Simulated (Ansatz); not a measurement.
Two structures of SiNH₈OF, closed shell, reached by relaxing down either side of one saddle point (PBE0-D4/def2-TZVP). Energies are electronic, without zero-point energy. Computed with Ansatz 0.2.0 (basis: def2-TZVPP and def2-QZVPP); correlated methods freeze the cores. Extrapolation: Hartree–Fock as exp(−7.88 √X), correlation as X^−2.97. First:

```
12
angstrom
Si -0.3658 0.1841 1.0236
H -0.6851 -1.1982 0.5035
H 0.8389 0.1761 1.8969
H -1.4801 0.2818 2.0432
O -0.7432 1.5192 0.0988
H 0.7740 -0.1231 -1.4872
N 1.1936 0.0973 -0.5889
H -0.8433 -1.5905 -0.9782
F -0.7029 -1.7383 -1.8933
H -1.5232 1.9632 0.4386
H 1.9181 -0.5864 -0.4032
H 1.6190 1.0147 -0.6538
```

Second:

| atom | x (Å) | y (Å) | z (Å) |
| --- | --- | --- | --- |
| Si1 | -0.1584 | 0.7874 | 0.5858 |
| H2 | -1.3060 | -2.8586 | 0.8097 |
| H3 | 0.4453 | -0.1343 | 1.5768 |
| H4 | -1.5620 | 0.4194 | 0.2848 |
| O5 | -0.0522 | 2.3496 | 1.0888 |
| H6 | 0.6151 | -1.0016 | -1.3912 |
| N7 | 0.7427 | 0.6093 | -0.8887 |
| H8 | -0.8897 | -2.7753 | 0.1937 |
| F9 | 0.5342 | -1.9147 | -1.6631 |
| H10 | -0.5059 | 2.6107 | 1.8914 |
| H11 | 1.7402 | 0.7658 | -0.8107 |
| H12 | 0.3968 | 1.1423 | -1.6774 |

Which bonds change from the first to the second?

SiH₄O ([OH][SiH3]) + NH₃ + HF → SiNH₅O ([NH2][SiH2][OH]) + HF + H₂; bonds formed: Si1–N7, H2–H8, H6–F9; bonds broken: Si1–H2, H6–N7, H8–F9.

Give the saddle point's structure and its height above each. (To be estimated.)

The calculation gives: 88.1 kJ/mol above the first and 146.3 kJ/mol above the second (CCSD(T) at an estimated basis limit (MP2 extrapolated from triple and quadruple zeta, plus CCSD(T) − MP2 in triple zeta)).
| atom | x (Å) | y (Å) | z (Å) |
| --- | --- | --- | --- |
| Si1 | -0.3220 | 0.2954 | 0.7413 |
| H2 | -0.3694 | -1.5667 | 0.5180 |
| H3 | 0.3089 | -0.1588 | 2.0013 |
| H4 | -1.7747 | 0.1373 | 0.5224 |
| O5 | -0.1069 | 1.9650 | 0.7474 |
| H6 | 0.3622 | -0.6292 | -1.3793 |
| N7 | 0.7740 | 0.1653 | -0.7535 |
| H8 | -0.4225 | -1.7812 | -0.4026 |
| F9 | -0.3259 | -1.8458 | -1.6295 |
| H10 | -0.6699 | 2.4689 | 1.3352 |
| H11 | 1.7127 | -0.1202 | -0.4895 |
| H12 | 0.8335 | 1.0700 | -1.2111 |

No T1 diagnostic of these runs exceeds 0.012.

Labels in which every atom is bracketed show which atoms are joined, not bond orders.

For scale, one of the runs: CCSD(T)/def2-TZVPP, 247 basis functions, launched by `ansatz run in.yaml --threads 4 --pin off --events-out ev --progress --plain --max-ram 9574MiB`. The run took 2 min on 4 CPU threads of an Arm Neoverse V2 (shared host), with 5.2 GiB of host memory at its peak.
